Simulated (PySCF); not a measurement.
Vertical excitations of a molecule C₃H₆BFN₂ from TDDFT-PBE/def2-SVPD (PySCF), as energy in eV (oscillator strength): 4.57 (0.013), 5.25 (0.005), 5.51 (0.001), 5.59 (0.001), 5.85 (0.090), 6.03 (0.012), 6.05 (0.005), 6.37 (0.004), 6.47 (0.115), 6.62 (0.105). Lowest triplet (TDA): 4.37 eV. Coordinates come from a ωB97X-D3(BJ)/def2-SVP optimisation. Other conformers were not sampled.

### Question
Which molecule gave these data?
A. NC=C=CB(N)F
B. NCC#CB(N)F
C. C#CCNB(N)F
D. C=C/N=C/B(N)F

### Answer
B, NCC#CB(N)F
